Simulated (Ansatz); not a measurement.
GeHMe2(NHEt) (C4H13GeN) was relaxed with r2SCAN-D4 (def2-SVP) in Ansatz in these states: charge +1 doublet, neutral singlet. The geometries follow in no particular order.

A:

Cartesian coordinates in Å:
```
Ge 0.864 0.998 -0.091
H 0.385 1.744 1.157
C 2.535 0.039 0.153
H 2.743 -0.609 -0.710
H 2.521 -0.555 1.078
H 3.335 0.793 0.231
C 0.633 1.891 -1.785
H 1.334 2.739 -1.830
H -0.388 2.285 -1.895
H 0.864 1.214 -2.620
N -0.451 -0.454 -0.123
C -1.027 -1.119 1.007
C -2.541 -1.314 0.880
H -0.759 -0.841 -1.026
H -0.545 -2.123 1.060
H -0.748 -0.578 1.926
H -3.057 -0.344 0.844
H -2.898 -1.867 1.760
H -2.801 -1.897 -0.017
```

B:

```tsv
atom	x (Å)	y (Å)	z (Å)
Ge1	-0.526	0.612	-0.908
H2	-1.855	1.221	-0.413
C3	0.820	2.034	-1.032
H4	1.781	1.628	-1.387
H5	0.986	2.503	-0.049
H6	0.495	2.819	-1.733
C7	-0.730	-0.288	-2.624
H8	-1.073	0.417	-3.396
H9	-1.464	-1.104	-2.544
H10	0.231	-0.713	-2.954
N11	-0.093	-0.697	0.318
C12	0.140	-0.350	1.711
C13	0.066	-1.575	2.613
H14	0.602	-1.362	-0.023
H15	1.111	0.168	1.884
H16	-0.640	0.372	2.017
H17	-0.911	-2.071	2.508
H18	0.218	-1.306	3.671
H19	0.845	-2.308	2.341
```

Q: Judge from the bond lengths which geometry belongs to which state (an estimate).

A: A is the charge +1 doublet (Ge1–N11 1.959 Å, N11–C12 1.432 Å, Ge1–C7 1.928 Å); B is the neutral singlet (Ge1–N11 1.846 Å, N11–C12 1.454 Å, Ge1–C7 1.949 Å).
